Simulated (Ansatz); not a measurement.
CH$_{5}$MoNS$_{2}$, SMILES `[CH3][Mo]([NH2])(=[S])=[S]` at its PBE0-D4/def2-TZVP geometry, where that method's forces vanish. Charge 0, multiplicity 1. Mo takes the def2 core potential.

```xyz
10

C     1.4122   -0.4835   -0.4013
Mo   -0.4017    0.5668   -0.3137
N    -1.4128   -0.2146    1.0976
S     0.1274    2.5606    0.0802
S    -1.2952    0.2932   -2.1944
H     1.2028   -1.5369   -0.6031
H     1.9281   -0.3809    0.5566
H     2.0385   -0.0774   -1.1978
H    -2.1379   -0.9027    0.9472
H    -1.4613    0.1755    2.0288
```

Question: What forces (eV/Å) does B3LYP-D4/def2-TZVPP give on these atoms in Ansatz? (An estimate is asked.)

Answer: Computed: 
```
C1   0.266 -0.156 -0.011
Mo2  0.074 -0.067  0.021
N3  -0.208 -0.150  0.280
S4   0.119  0.469  0.099
S5  -0.217 -0.067 -0.439
H6   0.033  0.058  0.014
H7  -0.016 -0.019 -0.063
H8  -0.023 -0.039  0.053
H9  -0.005  0.001  0.038
H10 -0.024 -0.029  0.008
```

B3LYP here is the variant with VWN-RPA as its local correlation; programs differ in this.
